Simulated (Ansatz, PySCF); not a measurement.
Species: CH$_{3}$AlF, charge 0, doublet. CH3AlF (SMILES [CH3][Al][F], doublet).
B3LYP-D3(BJ)/def2-TZVP minimum from Ansatz (a first-principles code):
```
C
H 1 1.0896
H 1 1.0937 2 109.12
H 1 1.0937 2 109.12 3 117.96
Al 1 1.9765 2 112.88 3 -121.02
F 5 1.6675 1 115.82 2 180.00
```
Charge 0, spin multiplicity 2.

Atomisation energy term by term, kcal/mol (programs: Ansatz). Radicals and triplets start from unrestricted determinants; spin-orbit coupling is neglected. Correlated methods leave the cores frozen. Rows without X2C or -DK are non-relativistic. CBS(X,Y): correlation extrapolated as X^-3, Hartree-Fock from the larger set. A bracket is a step between two methods taken in the basis named. 'core' is core correlation in cc-pwCVTZ (1s frozen past Ne), 'X2C' scalar relativity in cc-pVTZ-DK, both at CCSD(T). For partners of very few electrons the exact lower level stands in for a higher one. The spin of CH3AlF ([CH3][Al][F], doublet) was assumed, and the state is the lowest solution found for it.

```tsv
term	basis	kcal/mol
Hartree-Fock	cc-pV(Q+d)Z	387.08
CCSD correlation	CBS(cc-pV(T+d)Z,cc-pV(Q+d)Z)	110.93
(T)	CBS(cc-pV(T+d)Z,cc-pV(Q+d)Z)	7.31
CCSDT(Q) - CCSD(T)	cc-pV(D+d)Z	0.45
core correlation	cc-pwCVTZ	0.61
scalar relativity	X2C, cc-pVTZ-DK	-0.77
minus zero-point energy	Hessian by PySCF at B3LYP-D3(BJ)/def2-TZVP	-23.12
sum: D0		482.5
```
